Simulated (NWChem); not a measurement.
System: C5H5F; SMILES C#CC1(F)CC1

Here is an NWChem input.

```
start job
memory heap 200 mb stack 900 mb global 1100 mb
geometry units angstroms noautoz
  C     -0.200934    -2.406232     0.000000
  C     -0.029045    -1.207526     0.000000
  C      0.168389     0.220240     0.000000
  F      1.481889     0.584571     0.000000
  C     -0.755982     1.130421    -0.751206
  C     -0.755982     1.130421     0.751206
  H     -0.349631    -3.470470     0.000000
  H     -0.267352     1.966796    -1.257292
  H     -1.597200     0.682703    -1.285065
  H     -1.597200     0.682703     1.285065
  H     -0.267352     1.966796     1.257292
end
basis spherical
  * library def2-svp
end
dft
  xc slater vwn_5
  iterations 150
  vectors input atomic output neutral.movecs
end
task dft energy
charge 1
dft
  odft
  mult 2
  vectors input atomic output cation.movecs
end
task dft energy
```

Coordinates come from a PBE0/def2-SVP optimisation.

Ions are spin-unrestricted doublets at the neutral geometry; other ion states weren't tried.

Task: Give the results of this calculation. (LDA (Slater exchange, VWN5)/def2-SVP, vertical spin-unrestricted ions.) Quantities: vertical ionisation energy, ΔSCF (eV); −ε(HOMO) (eV).

Result: 
```
Item                                   Value
-------------------------------------  -----
vertical ionisation energy, ΔSCF (eV)   9.46
−ε(HOMO) (eV)                           6.26
```
